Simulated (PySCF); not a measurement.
NMR data simulated for an unnamed compound:

$^{1}$H NMR (400 MHz, computed): δ 10.74 (m, 1H), 10.19 (m, 1H), 9.51 (m, 1H), 8.13 (m, 1H).

$^{13}$C{$^{1}$H} NMR (computed): δ 189.6 (CH), 177.0 (C), 174.2 (CH), 168.8 (CH), 131.5 (C), 129.5 (CH).

PySCF 2.14 calculation with shielding tensors at PBE0/pcSseg-1 (GIAO) and GFN2-xTB geometry; gas phase, relativity neglected, single conformer.

Shifts are taken against calculated references (same method and geometry level): $^{1}$H (31.72 ppm), $^{13}$C (186.93 ppm) vs TMS.

Task: Which of these does the molecule contain: a tert-butyl group, an S-methyl group, a heteroaromatic ring, an aldehyde?

Result: 
- A tert-butyl group: no.
- An S-methyl group: no.
- A heteroaromatic ring: no.
- An aldehyde: yes (δC 189.6; δH 10.74 (m)).

The data belong to `c1pcc(C=O)c(F)c1`, C6H4FOP; they needn't prove each group on their own.

Carbon signals by region: 4 in the far downfield region (above 160 ppm), 2 in the sp2 and nitrile region (100–160 ppm). Above 160 ppm: 189.6, aldehyde carbonyl carbon, 177.0, aromatic carbon bearing fluorine, 174.2, aromatic CH, 168.8, aromatic CH.

Splittings by $^{19}$F and $^{31}$P in the carbon and heteronuclear signals aren't shown, as no couplings were computed. Shifts are as computed. Against solution values, carbons near 30 ppm lie about +3 ppm off and those near 130 ppm about +5 ppm. Of 1211 compounds with measured shifts, 218 miss one by over three times the rms of a fit or turn the order of signals round; such compounds aren't used in these exercises. No couplings were computed; multiplicities are counted from neighbouring protons, with m where these are inequivalent, close in shift, in a saturated or five-membered ring or joined by F or P, and br s for small geminal =CH2 splittings.
